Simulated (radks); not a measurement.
Task: The magnesium ion Mg8+, [He] 2s2. All-electron calculation, non-relativistic Kohn-Sham, LDA (Slater exchange, Perdew-Wang correlation), spin-polarised, spherical densities, point nucleus. Program: a radial shooting solver on a logarithmic mesh with Libxc functionals. Every spin shell is full or empty, so the densities are truly spherical. Functionals are evaluated on that one density, not self-consistently. Rank these exchange functionals by their error against the exact value of the orbitals, and give that value: LDA, B88, PBE, PBEsol, RPBE, OPTX, WC, AM05, APBE, TPSS, SCAN, r2SCAN, Tao-Mo.

Result: Exact: -9.19671 hartree. From best to worst, with 100 (|E| - |E exact|)/|E exact| (equal figures are ties): OPTX -0.01, B88 -0.11, SCAN -0.41, r2SCAN -0.50, TPSS +0.55, RPBE +0.58, APBE +0.64, Tao-Mo +0.70, PBE -0.91, WC -2.93, PBEsol -5.16, AM05 -9.93, LDA -12.55.
